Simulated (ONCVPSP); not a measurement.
# What the settings do to the ONCV potential of cadmium (Cd)

Base potential:

| Item | Value |
| --- | --- |
| Element | cadmium |
| Generator | ONCVPSP 4.0.1 |
| Type | optimised norm-conserving Vanderbilt (ONCV) |
| Functional | Wu-Cohen |
| Relativity | scalar-relativistic |
| Frozen core | [Kr] |
| Valence charge | 12 |
| Reference configuration | 4d10 5s2 |
| Partial waves | 5s: rc 1.90 bohr, ncon 3, nbas 7, qcut 2.7 1/bohr, 2 projectors, debl 0.4 Ha; p scattering state at 0.07 Ha: rc 2.00 bohr, ncon 3, nbas 7, qcut 4.6 1/bohr, 2 projectors, debl 2 Ha; 4d: rc 1.80 bohr, ncon 4, nbas 9, qcut 8.7 1/bohr, 2 projectors, debl 3.3 Ha |
| Local potential | polynomial inside 1.55 bohr (lpopt 2, dvloc0 2 Ha) |
| Core correction | none |

All-electron outer shells of the reference configuration (Wu-Cohen, scalar-relativistic, ld1.x):

```
shell  level (eV)  outermost node (bohr)  outermost maximum (bohr)
   4p      -66.92                   0.43                      0.84
   4d      -11.72                   0.42                      0.98
   5s       -5.70                   1.07                      2.32
```

Cutoffs, loose and tight: the cutoffs (Ha) at which the residual kinetic energy of the hardest occupied pseudo-wave falls to 1 and 0.1 mHa per electron. They do not see the model core or the augmentation charge, which bear on the density cutoff. Test errors are all-electron minus pseudo excitation energies from the reference, over the configurations 4d10 5s1; 4d10 5s0; 4d9 5s0; 4d8 5s0. A dash means not determined; rows that change the core or the reference have their own tests.

A true bound ghost makes a file unfit for plane-wave use even where its test errors are small: the radial tests pick states by their node count and pass the ghost by.

| change | outcome | cutoff, loose | cutoff, tight | bound ghosts | GHOST(+) flags above zero | largest test error (meV) |
| --- | --- | --- | --- | --- | --- | --- |
| base | generated | 28 Ha | 32 Ha | p | s | -38 |
| p: qcut 2.9 | generated | 28 Ha | 32 Ha | none | s | -38 |
| p: qcut 3.5 | generated | 28 Ha | 32 Ha | none | s, p | -38 |
| p: qcut 3.9 | generated | 28 Ha | 32 Ha | none | s, p | -38 |
| p: qcut 4.7 | generated | 28 Ha | 32 Ha | p | s | -38 |
| p: qcut 5.3 | generated | 28 Ha | 32 Ha | p | s | -38 |
| p: qcut 5.6 | generated | 28 Ha | 32 Ha | p | s | -38 |
| p: qcut 6.3 | failed: ERROR pspot: first pseudo wave function has node, program will stop | – | – | – | – | – |
| p: qcut 6.7 | failed: ERROR pspot: first pseudo wave function has node, program will stop | – | – | – | – | – |

Reading the sweep of the qcut of the p channel (base included, trends over the rows without a ghost): Bound ghosts are found at 4.6, 4.7, 5.3, 5.6 1/bohr. The generation fails at 6.3, 6.7 1/bohr.
